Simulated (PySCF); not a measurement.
Species: C6H5F2O2 (doublet state).
Structure used (GFN2-xTB), in Å, numbered top down from 1:
```
atom  x, y, z in Å
C1     1.7772    0.1218   -2.3216
C2     1.0152   -0.1386   -1.4274
C3     0.1374   -0.3455   -0.3481
C4    -0.7431   -1.3492   -0.3234
O5    -1.7711   -1.6623    0.3845
C6    -2.4851   -0.6580    1.1173
O7     0.3183    0.4613    0.8229
C8     1.5442    0.9426    1.0714
F9     1.7550    0.9371    2.4034
F10    1.6472    2.2446    0.6968
H11    2.4244    0.3111   -3.1253
H12   -1.9233   -0.3969    2.0160
H13   -3.4474   -1.0913    1.3827
H14   -2.6213    0.2379    0.5093
H15    2.3680    0.3934    0.5799
```

The hyperfine couplings belong to this conformer and change with its torsions.

The species is `C#C/C(=[C]/OC)OC(F)F` [radical].

The calculation used PySCF 2.14.0, UKS B3LYP, pcH-1 on C F H O, non-relativistic, mean-field spin-orbit, GIAO. Geometry: GFN2-xTB, one conformer, isolated molecule. A GFN2-xTB geometry isn't a minimum of the functional, and hyperfine couplings can be far from their values at a DFT geometry. The frame is twisted about the C3–C4 bond at this geometry (dihedral O7–C3–C4–O5 = 21°); couplings at other torsion angles weren't computed. The SCF solution wasn't tested for stability.

Give the principal g shifts and their parts.

```json
{"Δg (ppm)": "relativistic mass correction", "1": "-212", "2": "-212", "3": "-212"}
{"Δg (ppm)": "gauge correction", "1": "4", "2": "40", "3": "-40"}
{"Δg (ppm)": "orbital Zeeman/spin–orbit", "1": "22", "2": "297", "3": "1262"}
{"Δg (ppm)": "total", "1": "-186", "2": "125", "3": "1010"}
```

So g = 2.00213, 2.00244, 2.00333 and g_iso = 2.00264; the tensor is rhombic: the two nearest values differ by 26 % of g3 − g1. 

Average each term over the three axes. Which is largest in size?

The orbital-Zeeman/spin–orbit term 527, the mass correction -212 and the gauge correction 2 ppm, for a total of 316 ppm. The orbital-Zeeman/spin–orbit term is the largest in size. The mass correction is the same along every axis, so the anisotropy comes from the other two: their spans along these axes are 80 (gauge) and 1239 ppm (orbital Zeeman/spin–orbit).

What are the electron Larmor frequencies g μB B/h along the three axes at 330 mT?

9.2474, 9.2488, 9.2529 GHz for g1, g2 and g3, a range of 5.5 MHz.

In a frozen sample, at which fields do the three g values resonate at 9.5, 34, 94 and 263 GHz (hyperfine left aside), and which band first spreads them over more than twice a line width of 0.5 mT?

| band | GHz | B(g3) mT | B(g2) mT | B(g1) mT | spread mT |
| --- | --- | --- | --- | --- | --- |
| X | 9.5 | 338.81 | 338.96 | 339.02 | 0.20 |
| Q | 34.0 | 1212.59 | 1213.13 | 1213.32 | 0.72 |
| W | 94.0 | 3352.46 | 3353.94 | 3354.47 | 2.00 |
| J | 263.0 | 9379.76 | 9383.91 | 9385.37 | 5.60 |

The spread grows in proportion to the frequency. W band is the first where it exceeds 1.0 mT.

Largest spin populations (Mulliken): C4 (+0.81) and O5 (+0.08). No atom but C4 exceeds +0.15.

The HOMO–LUMO gaps are 5.26 eV among the α and 3.41 eV among the β orbitals.

The run took 91 s of wall time (with the writing of density and orbital grids) on Arm Neoverse V2, one thread, on a shared host, and the process peaked at 0.97 GiB of memory.
